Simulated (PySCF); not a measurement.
# Spinor energies of Eu⁺ (europium, charge +1)

Start: [Xe] 4f7 6s1; 4f5/2 filled at m_j = -5/2, -3/2, -1/2, +1/2, +3/2, +5/2; 4f7/2 filled at m_j = +7/2; 6s1/2 filled at m_j = +1/2. Calculated with PySCF 2.14 in x2c-TZVPPall-2c (11s11p10d4f2g, 140 functions): generalised Hartree-Fock with the X2C-1e Hamiltonian and a Gaussian nucleus; one run each with spin-orbit coupling (SO) switched off, then screened by Boettger's factors.

| spinor shell | electrons | ε, spin-free (eV) | ε, screened SO (eV) | weight of nominal j (screened SO) | rms radius, screened SO (bohr) |
| --- | --- | --- | --- | --- | --- |
| 1s1/2 | 2 | -48765.4 | -48756.8 | 1.000 | 0.0254 |
| 2s1/2 | 2 | -8130.8 | -8128.2 | 1.000 | 0.103 |
| 2p1/2 | 2 | -7239.2 | -7695.4 | 1.000 | 0.0881 |
| 2p3/2 | 4 | -7239.2 | -7042.9 | 1.000 | 0.0944 |
| 3s1/2 | 2 | -1842.5 | -1841.7 | 1.000 | 0.266 |
| 3p1/2 | 2 | -1559.2 | -1654.2 | 1.000 | 0.257 |
| 3p3/2 | 4 | -1559.2 | -1517.9 | 1.000 | 0.270 |
| 3d3/2 | 4 | -1179.5 | -1197.0 | 0.995 | 0.242 |
| 3d5/2 | 6 | -1179.5 | -1167.2 | 0.996 | 0.246 |
| 4s1/2 | 2 | -392.14 | -391.92 | 1.000 | 0.602 |
| 4p1/2 | 2 | -296.39 | -318.74 | 0.966 | 0.621 |
| 4p3/2 | 4 | -296.39 | -286.54 | 0.983 | 0.648 |
| 4d3/2 | 4 | -159.80 | -165.44 | 0.722 | 0.705 |
| 4d5/2 | 6 | -159.80 | -155.89 | 0.814 | 0.711 |
| 5s1/2 | 2 | -60.589 | -60.560 | 1.000 | 1.50 |
| 5p1/2 | 2 | -35.335 | -38.869 | 0.875 | 1.69 |
| 5p3/2 | 4 | -35.335 | -33.765 | 0.937 | 1.80 |
| 4f5/2 | 6 | -20.450 | -20.443 | 0.546 | 1.02 |
| 4f7/2 | 1 | -20.450 | -20.036 | 1.000 | 1.02 |
| 6s1/2 | 1 | -10.486 | -10.489 | 1.000 | 4.30 |

```
   quantity     spin-free   screened SO
E (hartree)  -10836.55672  -10843.15695
        M_J             4             4
       ⟨J²⟩        20.007        20.007
       ⟨L²⟩         0.000         0.098
       ⟨S²⟩        20.007        19.941
```

Each row is a mean over spinors that exchange with the open shell spreads, by up to 17.869 eV (4d5/2).

Rows whose weight is well below 1 are mixtures of j = l ± 1/2: exchange outweighs spin-orbit coupling there, and the label is only the starting occupation.

Breit and QED terms are absent; they matter most for the inner s and p1/2 levels.

Densities and radii are taken from the X2C orbitals without a picture-change correction, which distorts them close to the nucleus.

Without spin-orbit coupling the j labels of p, d and f shells carry no meaning; the spin-free column gives the mean over the occupied spinors of each nl shell.
